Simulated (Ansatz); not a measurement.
Calculated with Ansatz (gas phase, PBE0-D4/def2-TZVP geometries, no zero-point term in ΔE). CBS: MP2 limit from def2 TZ/QZ plus the TZ coupled-cluster correction, frozen cores. DFT in def2-TZVPP. B3LYP here is the variant with VWN-RPA as its local correlation; programs differ in this. Each species was taken in one conformer, which may not be the lowest.

Consider the isomerisation: `N[SiH2]OCF` → `NC(F)[SiH2]O`.

CCSD(T)/CBS gives +71.0 kJ/mol.

(1) Another level gave +90.8 kJ/mol. Which?
A. B3LYP-D4/def2-TZVPP
B. PBE-D4/def2-TZVPP
C. HF/def2-TZVPP
D. PBE0-D4/def2-TZVPP

Largest T1 diagnostic among the species: 0.012.

Results:

(1) C. HF/def2-TZVPP 90.8, B3LYP-D4 69.7, PBE-D4 58.5, PBE0-D4 65.7 kJ/mol.

From PBE to PBE0 (25 % exact exchange), in def2-TZVPP and without D4, ΔE moves by +7.1 kJ/mol. In def2-TZVPP, CCSD(T) changes the Hartree–Fock value by −17.1 kJ/mol (the triples alone add −2.2 kJ/mol) and MP2 by −16.4 kJ/mol.

CCSD(T)/CBS has its own doubt, a few kJ/mol and more with outer-core shells, so smaller differences from it don't rank the levels.
